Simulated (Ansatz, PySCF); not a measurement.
Reaction R1 → P1 + P2, each structure at its B3LYP-D3(BJ)/def2-TZVP stationary point, reached from a drawn start (curvature not checked).
R1, CH4O (SMILES CO) (charge 0, multiplicity 1):
```xyz
6

C     -0.362     0.008     0.018
O      0.920    -0.441    -0.398
H     -0.506    -0.095     1.099
H     -1.095    -0.620    -0.487
H     -0.547     1.050    -0.266
H      1.591     0.097     0.033
```
P1: CH3O (SMILES C[O]), charge 0, multiplicity 2.
P2: H atom, charge 0, multiplicity 2.

```csv
level,reaction energy (kJ/mol),"minus MP2/CBS(cc-pVTZ, cc-pVQZ) + ΔCCSD(T)/cc-pVTZ",cost
HF/cc-pVDZ,315.7,-161.4,-
HF/cc-pVTZ,324.4,-152.7,-
SVWN5/def2-TZVPP,506.1,29.0,×0.5
PBE/def2-TZVPP,446.1,-31.0,×1
revPBE/def2-TZVPP,435.1,-42.0,×1
r2SCAN/def2-TZVPP,441.8,-35.3,×2
B97M-V/def2-TZVPP,447.0,-30.1,×3
M06-2X/def2-TZVPP,464.7,-12.4,-
CAM-B3LYP/def2-TZVPP,455.1,-22.0,×1
wB97M-V/def2-TZVPP,461.7,-15.4,×3
MP2/cc-pVDZ,450.2,-26.9,-
MP2/cc-pVTZ,481.4,4.3,-
MP2/cc-pVQZ,490.4,13.3,×3
SCS-MP2/cc-pVDZ,447.2,-29.9,-
SCS-MP2/cc-pVTZ,478.6,1.5,-
SCS-MP2/cc-pVQZ,488.2,11.1,-
CCSD/cc-pVDZ,433.2,-43.9,-
CCSD/cc-pVTZ,457.2,-19.9,-
CCSD(T)/cc-pVTZ,462.7,-14.4,×4
"MP2/CBS(cc-pVTZ, cc-pVQZ) + ΔCCSD(T)/cc-pVTZ",477.1,0.0,×7
```

 The comparison column counts from a level with limits of its own.

P less R. No zero-point or thermal terms; singlets are restricted closed shells; open shells are unrestricted.

Correlated levels freeze the cores. CBS: X⁻³ extrapolation of the correlation energy, Hartree–Fock from the larger set.

Codes used: Ansatz (Gaussian orbitals); PySCF for M06-2X. Each number belongs to the level named beside it.

Costs are rough ratios of core time to PBE/def2-TZVPP (about 7 s over the structures, on one shared machine); a dash marks a level with no comparable run of its own.

Ansatz is a program for electronic structure.
